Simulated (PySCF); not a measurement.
# Electronic structure of Nb²⁺ (niobium, charge +2) at the UHF level

Configuration: [Kr] 4d3, high-spin 4F determinant. Calculation: PySCF 2.14, in aug-cc-pwCVDZ-PP with ECP28MDF; scalar relativity through the core potential.

```json
{
 "Total energy": "-55.448867 hartree",
 "One-electron energy": "-88.1027 hartree",
 "Hartree (Coulomb) energy": "38.6396 hartree",
 "Exchange energy": "-5.9858 hartree",
 "⟨S²⟩": "3.7548",
 "⟨L²⟩": "12.057",
 "Sum of ⟨r⟩": "15.78 bohr",
 "Sum of ⟨r²⟩": "26.57 bohr²"
}
```

```json
{"shell": "4s α", "electrons": "1", "mean orbital energy (eV)": "-91.967", "rms radius, mean of both spins (bohr)": "1.25"}
{"shell": "4s β", "electrons": "1", "mean orbital energy (eV)": "-88.023", "rms radius, mean of both spins (bohr)": "1.25"}
{"shell": "4p α", "electrons": "3", "mean orbital energy (eV)": "-63.375", "rms radius, mean of both spins (bohr)": "1.39"}
{"shell": "4p β", "electrons": "3", "mean orbital energy (eV)": "-58.026", "rms radius, mean of both spins (bohr)": "1.39"}
{"shell": "4d α", "electrons": "3", "mean orbital energy (eV)": "-25.364", "rms radius, mean of both spins (bohr)": "1.98"}
```

Energies and moments cover only the electrons outside the core potential.
